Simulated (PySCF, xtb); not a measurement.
CH7F2NSi2, SMILES N[Si@H](F)C[SiH2]F.

GFN2-xTB in xtb at its own geometry gives an orbital gap of 5.63 eV and a dipole moment of 1.58 D.

Coordinates come from a PBE0-D3(BJ)/def2-SVP optimisation. The structure was generated by enumeration; whether it is a known compound was not checked. One conformer was computed; it need not be the lowest.

Question: What does PBE0/def2-TZVP (PySCF) give? (Estimate from the structure and the level; the computed values follow.)

Answer: gap 8.21 eV (levels -8.00 and 0.21 eV), dipole 1.29 D.
